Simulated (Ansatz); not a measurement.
Ansatz (a first-principles code) input (HF/STO-3G):

Ansatz 0.2 input:
```yaml
crystal:
  periodic: [false, false, false]
  atoms:
    - {symbol: C, position_ang: [-2.35169400, -0.24311200, 0.69005600]}
    - {symbol: C, position_ang: [-1.40852900, 0.91977500, 0.39685400]}
    - {symbol: N, position_ang: [-0.02198100, 0.59404700, 0.63013300]}
    - {symbol: C, position_ang: [0.76982900, 1.79612700, 0.68922900]}
    - {symbol: Ge, position_ang: [0.71400400, -0.82300200, -0.56886800]}
    - {symbol: H, position_ang: [-2.10988400, -1.09747700, 0.05610900]}
    - {symbol: H, position_ang: [-3.39441600, 0.04530800, 0.51628200]}
    - {symbol: H, position_ang: [-2.24077800, -0.56120600, 1.72997000]}
    - {symbol: H, position_ang: [-1.59903700, 1.27985500, -0.63958700]}
    - {symbol: H, position_ang: [-1.69075000, 1.76553900, 1.04889100]}
    - {symbol: H, position_ang: [1.80596000, 1.54746100, 0.92304000]}
    - {symbol: H, position_ang: [0.78481900, 2.36660800, -0.26325800]}
    - {symbol: H, position_ang: [0.39335300, 2.48548200, 1.46998500]}
    - {symbol: H, position_ang: [1.10178000, 0.21890000, -1.77969100]}
    - {symbol: H, position_ang: [2.19707400, -0.70946100, 0.07427200]}
basis:
  gaussian:
    orbitals: STO-3G
hamiltonian:
  xc: {name: HF}
total_charge: -1
relax: {f_tol: 0.003, max_steps: 120}
```

From the output:

```
mean field: 0.13 GiB planned
mean field evaluation 64: about -60501.4004 eV, gradient 1.9e-1 eV
mean field -60501.40055709 eV, -2223.3854611508 hartree, gradient 1.3e-5 eV, S^2 0.000000; 0 other end points of the search recorded, 0 dependent functions left out
the calculation of the forces begins
reference -60501.40055709 eV, -2223.3854611508 hartree; 34, 34 occupied and 14, 14 virtual orbitals, 655 factors
relax step   9: F+E_penalty+E_count = -60501.40055709 eV  Δ(F+E_penalty+E_count) = -3.416e-4 eV  max|allowed force component| = 2.163e-2 eV/Å  Δτ_max = 0.0433 Å  (23 SCF iters, accepted)
these checks for a lower state are left out or cut short: starts, cluster_reference, orbital_swaps, neighbouring_geometries, increment
integrals: 0.01 GiB planned
655 factors; integrals over basis functions are off by at most 2.1e-5 eV
mean field: 0.13 GiB planned
mean field -60501.40056307 eV, -2223.3854613707 hartree, gradient 1.3e-5 eV, S^2 0.000000; 0 other end points of the search recorded, 0 dependent functions left out
the calculation of the forces begins
reference -60501.40056307 eV, -2223.3854613707 hartree; 34, 34 occupied and 14, 14 virtual orbitals, 655 factors
relax step  10: F+E_penalty+E_count = -60501.40056307 eV  Δ(F+E_penalty+E_count) = -5.984e-6 eV  max|allowed force component| = 1.502e-2 eV/Å  Δτ_max = 0.0066 Å  (25 SCF iters, accepted)
these checks for a lower state are left out or cut short: starts, cluster_reference, orbital_swaps, neighbouring_geometries, increment
integrals: 0.01 GiB planned
655 factors; integrals over basis functions are off by at most 2.0e-5 eV
mean field: 0.13 GiB planned
mean field -60501.40060789 eV, -2223.3854630178 hartree, gradient 1.3e-5 eV, S^2 0.000000; 0 other end points of the search recorded, 0 dependent functions left out
the calculation of the forces begins
reference -60501.40060789 eV, -2223.3854630178 hartree; 34, 34 occupied and 14, 14 virtual orbitals, 655 factors
relax step  11: F+E_penalty+E_count = -60501.40060789 eV  Δ(F+E_penalty+E_count) = -4.482e-5 eV  max|allowed force component| = 5.384e-3 eV/Å  Δτ_max = 0.0048 Å  (25 SCF iters, accepted)
these checks for a lower state are left out or cut short: starts, cluster_reference, orbital_swaps, neighbouring_geometries, increment
integrals: 0.01 GiB planned
655 factors; integrals over basis functions are off by at most 2.0e-5 eV
mean field: 0.13 GiB planned
mean field -60501.40061802 eV, -2223.3854633899 hartree, gradient 1.3e-5 eV, S^2 0.000000; 0 other end points of the search recorded, 0 dependent functions left out
the calculation of the forces begins
reference -60501.40061802 eV, -2223.3854633899 hartree; 34, 34 occupied and 14, 14 virtual orbitals, 655 factors
relax step  12: F+E_penalty+E_count = -60501.40061802 eV  Δ(F+E_penalty+E_count) = -1.013e-5 eV  max|allowed force component| = 5.564e-3 eV/Å  Δτ_max = 0.0038 Å  (25 SCF iters, accepted)
these checks for a lower state are left out or cut short: starts, cluster_reference, orbital_swaps, neighbouring_geometries, increment
integrals: 0.01 GiB planned
655 factors; integrals over basis functions are off by at most 2.0e-5 eV
mean field: 0.13 GiB planned
mean field evaluation 96: about -60501.4006 eV, gradient 1.3e-5 eV
mean field -60501.40061969 eV, -2223.3854634514 hartree, gradient 1.3e-5 eV, S^2 0.000000; 0 other end points of the search recorded, 0 dependent functions left out
the calculation of the forces begins
reference -60501.40061969 eV, -2223.3854634514 hartree; 34, 34 occupied and 14, 14 virtual orbitals, 655 factors
relax step  13: F+E_penalty+E_count = -60501.40061969 eV  Δ(F+E_penalty+E_count) = -1.675e-6 eV  max|allowed force component| = 7.386e-3 eV/Å  Δτ_max = 0.0021 Å  (25 SCF iters, accepted)
these checks for a lower state are left out or cut short: starts, cluster_reference, orbital_swaps, neighbouring_geometries, increment
integrals: 0.01 GiB planned
655 factors; integrals over basis functions are off by at most 2.0e-5 eV
mean field: 0.13 GiB planned
mean field -60501.40062064 eV, -2223.3854634863 hartree, gradient 1.3e-5 eV, S^2 0.000000; 0 other end points of the search recorded, 0 dependent functions left out
the calculation of the forces begins
reference -60501.40062064 eV, -2223.3854634863 hartree; 34, 34 occupied and 14, 14 virtual orbitals, 655 factors
relax step  14: F+E_penalty+E_count = -60501.40062064 eV  Δ(F+E_penalty+E_count) = -9.489e-7 eV  max|allowed force component| = 1.168e-3 eV/Å  Δτ_max = 0.0007 Å  (25 SCF iters, accepted)
integrals: 0.01 GiB planned
655 factors; integrals over basis functions are off by at most 2.0e-5 eV
mean field: 0.13 GiB planned
mean field -60501.40062064 eV, -2223.3854634863 hartree, gradient 1.3e-5 eV, S^2 0.000000; 1 other end points of the search recorded, 0 dependent functions left out
the calculation of the forces begins
reference -60501.40062064 eV, -2223.3854634863 hartree; 34, 34 occupied and 14, 14 virtual orbitals, 655 factors
Total energy: -60501.40062064 eV, -2223.3854634863 hartree
Atom 0 at    -2.344734    -0.265801     0.679733 Å, force     0.000371     0.000365     0.000268 eV/Å
Atom 1 at    -1.409648     0.933700     0.402933 Å, force    -0.000180     0.000221    -0.000174 eV/Å
Atom 2 at     0.017779     0.574075     0.583777 Å, force     0.000944     0.001039    -0.000132 eV/Å
Atom 3 at     0.787228     1.835817     0.645982 Å, force    -0.000330    -0.001168    -0.000068 eV/Å
Atom 4 at     0.707965    -0.765578    -0.597162 Å, force    -0.000874    -0.000451    -0.000056 eV/Å
Atom 5 at    -2.085592    -1.090063     0.023623 Å, force    -0.000146    -0.000246    -0.000091 eV/Å
Atom 6 at    -3.386110     0.004433     0.518813 Å, force     0.000024    -0.000209     0.000024 eV/Å
Atom 7 at    -2.233081    -0.603469     1.705402 Å, force    -0.000268    -0.000071    -0.000119 eV/Å
Atom 8 at    -1.641203     1.317342    -0.602013 Å, force     0.000143    -0.000125     0.000085 eV/Å
Atom 9 at    -1.688290     1.736896     1.095320 Å, force     0.000191    -0.000181    -0.000110 eV/Å
Atom 10 at     1.835109     1.611959     0.843452 Å, force    -0.000103     0.000112    -0.000006 eV/Å
Atom 11 at     0.758453     2.431777    -0.275696 Å, force    -0.000055     0.000132     0.000102 eV/Å
Atom 12 at     0.437088     2.491414     1.451131 Å, force     0.000005     0.000003    -0.000031 eV/Å
Atom 13 at     1.201806     0.190356    -1.599764 Å, force     0.000268     0.000064     0.000503 eV/Å
Atom 14 at     1.992979    -0.818013     0.097885 Å, force     0.000009     0.000517    -0.000195 eV/Å
Dipole moment:    -0.476395     0.412643     0.169354 e Å
```

The dipole moment of an ion depends on the origin.

The geometry given is a B3LYP-D3(BJ)/def2-TZVP minimum.
